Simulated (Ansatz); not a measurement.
Relaxation of C₃H₆O₂Si (12 atoms, charge 0, multiplicity 1), to a largest force component of 0.02 eV/Å in at most 40 steps.

Level of theory: UKS B3LYP/STO-3G (Ansatz 0.2.0).

```xyz
12
Properties=species:S:1:pos:R:3:forces:R:3
C 1.291 -1.354 -0.788 -3.17 2.25 -0.09
Si 1.076 0.335 0.024 2.97 0.29 -0.41
O -0.360 0.511 0.883 5.83 -0.88 4.12
C -1.404 0.605 0.155 -0.96 1.00 -5.21
C -2.558 1.228 0.585 -2.70 7.92 1.73
O -2.615 -0.096 0.486 -2.89 -8.31 0.01
H 1.236 -2.119 -0.063 -0.03 -1.47 1.02
H 0.473 -1.458 -1.526 0.34 -0.40 0.25
H 2.194 -1.369 -1.298 2.43 -0.24 -1.24
H 1.159 1.418 -0.972 -0.17 -0.50 0.32
H 2.217 0.534 0.967 -1.10 -0.10 -0.42
H -2.632 1.710 1.581 -0.56 0.45 -0.07
```

**Question.** Where does it end, and by what steps?

**Answer.** The run converged. Limits of this set-up: minimal basis. After 29 steps the energy has fallen by 1.959 eV; O6 moved furthest, 1.32 Å. The start is strongly strained (largest force component 8 eV/Å).

| step | energy less start (eV) | largest force component (eV/Å) | accepted |
| --- | --- | --- | --- |
| 0 | 0.0000 | 8.308 | yes |
| 2 | -1.4674 | 0.679 | yes |
| 4 | -1.5370 | 0.783 | yes |
| 6 | -1.5879 | 0.480 | yes |
| 8 | -1.6106 | 0.199 | yes |
| 10 | -1.6000 | 1.735 | no |
| 12 | -1.6944 | 0.744 | yes |
| 14 | -1.7516 | 0.726 | yes |
| 16 | -1.9118 | 0.449 | yes |
| 18 | -1.9334 | 0.478 | yes |
| 20 | -1.9403 | 0.227 | yes |
| 22 | -1.9506 | 0.348 | yes |
| 24 | -1.9566 | 0.060 | yes |
| 26 | -1.9586 | 0.154 | yes |
| 28 | -1.9593 | 0.036 | yes |
| 29 | -1.9594 | 0.017 | yes |

```xyz
12
Properties=species:S:1:pos:R:3
C 1.009 -1.326 -0.622
Si 1.299 0.432 -0.048
O 0.112 0.889 1.152
C -1.170 0.784 0.707
C -2.464 0.884 0.832
O -1.898 0.333 -0.543
H 1.122 -2.042 0.201
H -0.003 -1.435 -1.034
H 1.728 -1.595 -1.407
H 1.229 1.367 -1.152
H 2.547 0.584 0.663
H -3.434 1.070 1.285
```

Whether the end is a true minimum wasn't checked by a vibrational analysis.

The run took 120 s on 1 thread of Intel(R) Xeon(R) Platinum 8488C (Sapphire Rapids) (shared host), peak memory 0.18 GiB.
